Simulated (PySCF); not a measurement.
L and K shells in `C[SiH2]S[C@]12C[C@H]1C2`

Species: C5H10SSi.
Numbering: `[CH3:1][SiH2:2][S:3][C@:4]12[CH2:5][C@H:6]1[CH2:7]2`

Method used: delta-SCF UKS SCAN, pcX-2 on the ionised atom, pcseg-1 elsewhere, spin-free X2C in PySCF. Each binding energy is the total energy of the core-ionised species, with the hole localised on one atom, minus that of the ground state; both are solved self-consistently, so orbital relaxation is included. Spin–orbit and ligand-field terms were added within each 2p shell after the spin-free SCF. The splitting includes the ligand field, and 2p3/2 is the mean of two sublevels.

When a 2p electron fills a 1s hole, the emitted photon carries the energy difference of the two hole states (Kα1 from 2p3/2, Kα2 from 2p1/2), here at the ground state's geometry.

```tsv
atom	Kα1 (eV)	Kα2 (eV)	2p3/2 binding energy (eV)
Si2	1739.82	1739.19	106.64
```

What are the 1s and 2p1/2 binding energies?

1s = Kα1 + 2p3/2, and 2p1/2 = 1s − Kα2:

| atom | environment | 1s (eV) | 2p1/2 (eV) |
| --- | --- | --- | --- |
| Si2 | SiH2 silicon | 1846.46 | 107.27 |

And the 1s levels of the other atoms?

C1 (Si-methyl carbon) 290.23 eV; C6 (sp3 carbon at a ring junction) 290.75 eV; C5/C7 (three-membered-ring carbon) 290.90 eV; C4 (sp3 carbon bound to sulfur) 291.18 eV; S3 (sulfur bonded to C and Si) 2476.53 eV.

Topologically equivalent atoms share the value of their first member; where this conformer doesn't relate them by symmetry, their own values could differ. Not every level is listed. The structure is a single PBE0-D3(BJ)/def2-SVP conformer in the gas phase; no vibrational or solvent corrections.

On Arm Neoverse V1, one thread, shared host with 64 logical CPUs at a one-minute load of 34, this took 80 s of wall time and 0.77 GiB of memory at its peak.

Conformer computed: `[CH3:1][SiH2:2][S:3][C@:4]12[CH2:5][C@H:6]1[CH2:7]2`: C1–Si2–S3–C4 -61°, Si2–S3–C4–C5 -95°.
